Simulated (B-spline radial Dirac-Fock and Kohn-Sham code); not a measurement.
ΔSCF core binding energies without Breit or QED terms, calculated with a radial B-spline solver.

A sound run for Ag⁴⁺, configuration 1s2 2s2 2p6 3s2 3p6 3d10 4s2 4p6 4d7: The ground state converged in 10 iterations, with total energy -5310.57188 Ha, virial ratio 1.95537 and highest orbital energy -67.97 eV. ΔSCF binding energies: K (1s) 25663.0 eV, L3 (2p3/2) 3429.1 eV, M5 (3d5/2) 437.6 eV.

A second run, with one unsound setting: The ground state converged in 10 iterations, with total energy -5298.69985 Ha, virial ratio 1.94382 and highest orbital energy -71.30 eV. ΔSCF binding energies: K (1s) 25567.1 eV, L3 (2p3/2) 3416.6 eV, M5 (3d5/2) 444.7 eV.

```
iter   energy (Ha)        error
   1    -5285.26433705  3.90e+00
   2    -5295.06676029  1.09e+00
   3    -5298.50317046  2.21e-01
   4    -5298.68520719  5.81e-02
   5    -5298.69734126  2.68e-02
   6    -5298.69984428  4.28e-03
   7    -5298.69985234  1.75e-04
   8    -5298.69985240  2.55e-05
   9    -5298.69985240  1.52e-06
  10    -5298.69985240  1.06e-07
```

Problem. Which fault fits the second run best?
A. too few iterations
B. damping too heavy
C. speed of light below Z
D. mesh too coarse

Solution. D. The input had h = 0.9: h is too large to resolve the orbitals.
